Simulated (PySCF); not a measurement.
C4H5BO2. Atoms are numbered in the order given.

```xyz
12

C     -0.3947     3.1543     0.0000
C     -0.1677     1.9560     0.0000
B      0.1879     0.4550     0.0000
O      1.4884     0.0383     0.0000
O     -0.8473    -0.4384     0.0000
C     -0.8322    -1.8063     0.0000
C      0.2270    -2.6229     0.0000
H     -0.6117     4.2066     0.0000
H      2.1052     0.7846     0.0000
H     -1.8558    -2.1904     0.0000
H      1.2545    -2.2622     0.0000
H      0.0454    -3.6992     0.0000
```
Charge 0, spin multiplicity 1.

Geometry optimised at TPSSh-D3(BJ)/def2-SVP. This is a generated structure with no PubChem entry under its InChIKey; it may be hypothetical. One conformer was computed; it need not be the lowest.

These are HF/def2-TZVP (PySCF) values and carry that method's errors.

ESP charges are fitted to the potential on shells at 1.4 to 2.0 van der Waals radii. Atomic charges (e):

```json
[
 {"atom": "C1", "IAO": "-0.18", "Mulliken": "-0.22", "ESP fit": "-0.21", "Löwdin": "-0.05"},
 {"atom": "C2", "IAO": "-0.21", "Mulliken": "-0.21", "ESP fit": "-0.52", "Löwdin": "-0.01"},
 {"atom": "B3", "IAO": "0.66", "Mulliken": "0.62", "ESP fit": "…", "Löwdin": "-0.75"},
 {"atom": "O4", "IAO": "-0.62", "Mulliken": "-0.53", "ESP fit": "-0.78", "Löwdin": "0.16"},
 {"atom": "O5", "IAO": "-0.46", "Mulliken": "-0.41", "ESP fit": "…", "Löwdin": "0.35"},
 {"atom": "C6", "IAO": "0.12", "Mulliken": "0.06", "ESP fit": "0.07", "Löwdin": "-0.22"},
 {"atom": "C7", "IAO": "-0.37", "Mulliken": "-0.30", "ESP fit": "…", "Löwdin": "-0.23"},
 {"atom": "H8", "IAO": "0.21", "Mulliken": "0.21", "ESP fit": "0.30", "Löwdin": "0.13"},
 {"atom": "H9", "IAO": "0.39", "Mulliken": "0.36", "ESP fit": "…", "Löwdin": "0.23"},
 {"atom": "H10", "IAO": "0.15", "Mulliken": "0.13", "ESP fit": "0.16", "Löwdin": "0.13"},
 {"atom": "H11", "IAO": "0.16", "Mulliken": "0.17", "ESP fit": "…", "Löwdin": "0.13"},
 {"atom": "H12", "IAO": "0.15", "Mulliken": "0.13", "ESP fit": "…", "Löwdin": "0.12"}
]
```

**Question.** Fill in the missing entries. (Estimate from the structure and the level; the computed values follow.)

**Answer.** 
- B3, ESP fit: 1.08
- O5, ESP fit: -0.41
- C7, ESP fit: -0.64
- H9, ESP fit: 0.45
- H11, ESP fit: 0.29
- H12, ESP fit: 0.22

Computed Mayer and Wiberg (Löwdin basis) orders of the bonds:
```tsv
bond	Mayer	Wiberg
C1–C2	2.94	2.91
C2–B3	1.01	1.16
B3–O4	1.20	1.92
B3–O5	1.17	1.74
O5–C6	0.95	1.46
C6–C7	1.94	2.20
C1–H8	0.93	0.92
O4–H9	0.85	0.93
C6–H10	0.99	0.86
C7–H11	0.96	0.89
C7–H12	0.97	0.89
```
